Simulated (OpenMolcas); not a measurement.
# Levels of Sb+ by method

```yaml
Program: OpenMolcas 26.06
Basis: ANO-RCC-VDZ [6s5p2d]
Scalar_Hamiltonian: X2C, point nucleus
Active_space: 2 electrons in 3 orbitals (5p)
State_averaging: 2S+1 = 3 even, 3 roots; 2S+1 = 1 even, 6 roots
Spin-orbit_coupling: state interaction with AMFI integrals over the reference wave functions, term energies averaged over their components
```

Methods on the same reference wave functions:
A. CASSCF
B. SS-CASPT2, IPEA 0.25 Eh, imaginary shift 0.1 Eh (closed shells correlated: 4d 5s)

Energies in cm⁻¹ above 5s² 5p² ³P₀, the measured ground level; measured values from NIST Handbook of Basic Atomic Spectroscopic Data.

| Level | A | B | Measured |
| --- | --- | --- | --- |
| 5s² 5p² ³P₀ | 0.0 | 0.0 | 0.0 |
| 5s² 5p² ³P₁ | 2665 | 2820 | 3055 |
| 5s² 5p² ³P₂ | 5489 | 5620 | 5658 |
| 5s² 5p² ¹D₂ | 14479 | 14380 | 12790 |
| 5s² 5p² ¹S₀ | 28439 | 24560 | 23906 |

Deviations, from unrounded energies. A percentage is the sum of absolute deviations over the sum of measured energies, with the sign that they share, or ± where signs differ.

```tsv
Against measurement	Levels	A	B
mean absolute deviation (cm-1)	4	1700	630
fine structure of the ground term (%)	2	-6.4	-3.2
other terms of the ground configuration (%)	2	+17.0	+6.1
```

B lies closest to measurement on these levels. The largest miss of B in the table is 5s² 5p² ¹D₂, by +1600 cm-1. The ranking rests on the paired levels alone, and a cruder setting can come out closer through cancelling errors.

From A to B the spin-free energies of the other terms of 5s² 5p² shown, above ³P, scale by factors of 0.82 to 0.97.

The lowest spin-free term lies below A's lowest term by 0.015 hartree in B.

Term energies are means over components that CASPT2 splits; among the terms shown or strongly mixed into the levels shown the widest spread is 93 cm-1 (5s² 5p² ¹D, B). With the s shell closed, the reference lacks s² → p² mixing. Measured partners are found by configuration, term and J. A level has none where our copy of the source lacks it or the pairing is in doubt (some pairs that miss far off the trend of their configuration count as doubtful), and it then counts in no deviation. Levels of configurations outside the active space are missing.
